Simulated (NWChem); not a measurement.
Molecule: C₂H₄FNOSi; SMILES O=C/C=N/[SiH2]F

```xyz
10

O     -0.5609    -3.2684    -0.0001
C      0.2370    -2.3564     0.0010
C     -0.1870    -0.9140     0.0006
N      0.6972    -0.0007     0.0005
Si     0.4487     1.7220    -0.0004
F     -1.1198     2.1110    -0.0006
H      1.3358    -2.5086     0.0022
H     -1.2753    -0.7504     0.0002
H      1.0766     2.2505    -1.2311
H      1.0766     2.2519     1.2298
```
Atoms are numbered in this order, from 1.

Level: B3LYP/6-31G* (spherical d) (NWChem), optimised geometry, unscaled harmonic frequencies. 

Task: List the harmonic frequencies with IR intensities, and the thermochemistry.

Result: 
```csv
frequency (cm⁻¹),IR intensity (km/mol)
84,1.4
106,2.1
164,4.6
237,13.5
265,21.1
421,16.2
479,30.4
674,122.6
766,2.3
807,30.6
877,17.2
907,0.2
950,390.2
989,206.8
1059,1.0
1109,3.8
1344,3.6
1392,4.4
1742,108.2
1816,134.0
2302,96.4
2309,160.1
2968,79.0
3050,32.5
```

```yaml
zero_point_energy: 38.3 kcal/mol
thermal correction to the enthalpy at 298.15 K (with zero-point energy): 43.3 kcal/mol
heat capacity Cv: 22.9 cal/(mol K)
entropy at 298.15 K and 1 atm (symmetry number 1): 83.7 cal/(mol K)
dipole_moment: 1.86 D
```

Rigid rotor and harmonic oscillator; modes under 100 cm⁻¹ make the entropy uncertain.
